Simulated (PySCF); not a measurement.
C$_{3}$H$_{5}$O$_{2}$ (SMILES CCO[C]=O), doublet, geometry from GFN2-xTB. Base run: DF-HF/6-31G run with PySCF.

The PySCF input:
```python
from pyscf import gto, scf

mol = gto.Mole()
mol.atom = '''
    C    -1.800248   -0.162872    0.126848
    C    -0.524674   -0.782183    0.658867
    O     0.535362    0.242282    0.785585
    C     1.190524    0.622180   -0.237448
    O     1.208641    0.346411   -1.402776
    H    -1.636326    0.239018   -0.870701
    H    -2.132824    0.640242    0.780131
    H    -2.578090   -0.920513    0.074137
    H    -0.645380   -1.166720    1.671533
    H    -0.153022   -1.564319   -0.007173
'''
mol.basis = '6-31g'
mol.charge = 0
mol.spin = 1
mol.verbose = 3
mol.build()

mf = scf.UHF(mol)
mf = mf.density_fit(auxbasis='def2-universal-jkfit')
mf.kernel()
```

The base run was repeated with changes; each row names its change, and settings that it needs were set with it.

```
change                 basis functions      E (Eh)   HOMO (eV)  dipole (D)
---------------------  ---------------  ----------  ----------  ----------
base                                55  -266.05875      -10.47        3.76
basis = 3-21G                       55  -264.70422      -10.06        3.57
basis = 6-31G*                      80  -266.19061      -10.35        3.48
basis = def2-SV(P)                  80  (withheld)  (withheld)        3.55
basis = def2-SVP                    95  -265.98879      -10.44        3.57
basis = pcseg-1                     95  -266.12040      -10.57        3.70
basis = pc-1                        95  (withheld)  (withheld)  (withheld)
basis = 6-311G**            (withheld)  (withheld)      -10.44        3.55
basis = aug-pcseg-1                160  -266.14016      -10.53        3.57
basis = aug-cc-pVDZ                160  (withheld)  (withheld)        3.59
basis = 6-311+G(2d,p)              165  -266.27480      -10.56        3.62
basis = def2-TZVP                  185  -266.30217      -10.51        3.59
basis = def2-TZVPD                 236  -266.30316      -10.53        3.59
```

Q: What belongs in the gaps?

A: 
- basis = def2-SV(P), E (Eh): -265.97408
- basis = def2-SV(P), HOMO (eV): -10.46
- basis = pc-1, E (Eh): -266.12311
- basis = pc-1, HOMO (eV): -10.58
- basis = pc-1, dipole (D): 3.69
- basis = 6-311G**, basis functions: 120
- basis = 6-311G**, E (Eh): -266.26156
- basis = aug-cc-pVDZ, E (Eh): -266.22976
- basis = aug-cc-pVDZ, HOMO (eV): -10.50

Totals compare only among sets that treat the same electrons; sets with core potentials leave the core out.

Open shells are given as the SCF converged; they aren't shown to be the lowest states, and a large step between rows can be another state.
